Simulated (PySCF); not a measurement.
**ReF at UHF-SCS-MP2**

Computed with UHF-SCS-MP2; PySCF, scalar-relativistic core potentials, basis sets Re def2-TZVPP with ECP60, F def2-TZVPP.

For ReF, the state is ⁷Σ⁺ (septet), unpaired electrons σ ↑↑, π ↑↑, δ ↑↑. The bond length is 1.989 Å, the harmonic wavenumber is 547 cm⁻¹ and the force constant is 3.04 mdyn/Å. The rotational constant Be is 0.2472 cm⁻¹, the anharmonicity ωexe is 2.37 cm⁻¹ and the vibration–rotation constant αe is 0.00152 cm⁻¹.

Correlated steps freeze 1 core orbital. Spin–orbit coupling is left out, which matters for elements this heavy, above all for dissociation energies. With d or f electrons several states lie close, and the lowest PBE0 determinant need not be the measured ground state.
